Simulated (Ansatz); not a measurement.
Compare A (`F[SiH2][SiH](Cl)Cl`) with its isomer B (`F[Si]([SiH3])(Cl)Cl`).

Program: Ansatz. Geometries: PBE0-D4/def2-TZVP. ΔE: electronic, gas phase. CCSD(T)/CBS adds triple-zeta CCSD(T) − MP2 to the extrapolated MP2 energy (def2 sets, frozen cores). Functionals use def2-TZVPP. B3LYP here is the variant with VWN-RPA as its local correlation; programs differ in this. Each species was taken in one conformer, which may not be the lowest.

Q: Which is lower in electronic energy at CCSD(T)/CBS, and by how much? (An estimate is asked.)

A: The calculation gave: B, by 26.1 kJ/mol.

Q: Give E(B) − E(A) in kJ/mol with ωB97M-V, B3LYP, CCSD/def2-TZVPP, PBE-D4, MP2/def2-TZVPP, CCSD(T)/def2-SVP, PBE0-D4. (Estimate.)

A: Ansatz gave: ωB97M-V -28.7, B3LYP -24.4, CCSD/def2-TZVPP -26.2, PBE-D4 -29.0, MP2/def2-TZVPP -26.7, CCSD(T)/def2-SVP -30.2, PBE0-D4 -28.1. None reverses the order clearly.

Q: Does the order hold for the free energy at 298.15 K (harmonic terms from PBE0-D4)? (Estimate.)

A: Ansatz gave: Yes: G(B) − G(A) = -26.4 kJ/mol, for one conformer each. Modes under 60 cm⁻¹, often nearly free rotors, make the harmonic entropy too high.

Largest T1 diagnostic: 0.011.

At CCSD(T), def2-SVP lies −4.2 kJ/mol from the extrapolated value and def2-TZVPP −1.5 kJ/mol. In def2-TZVPP, CCSD(T) changes the Hartree–Fock value by −7.4 kJ/mol (the triples alone add −1.3 kJ/mol) and MP2 by −6.6 kJ/mol.
